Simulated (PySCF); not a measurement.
Vertical excitations of a molecule C4H9FSi from TDDFT-PBE/def2-SVPD (PySCF), as energy in eV (oscillator strength): 6.70 (0.005), 6.87 (0.004), 7.16 (0.003), 7.34 (0.030), 7.44 (0.028), 7.64 (0.007), 7.68 (0.006), 7.84 (0.040), 7.86 (0.007), 7.91 (0.001). Lowest triplet (TDA): 6.41 eV. Geometry: B3LYP-D3(BJ)/def2-SVP. One conformer was computed; it need not be the lowest.

Problem. Which molecule gave these data?
(A) F[C@H]1CC[SiH2]C1
(B) FC1([SiH3])CCC1
(C) F[SiH]1CCCC1
(D) C=C[C@H](F)[SiH2]C

Solution. C, F[SiH]1CCCC1
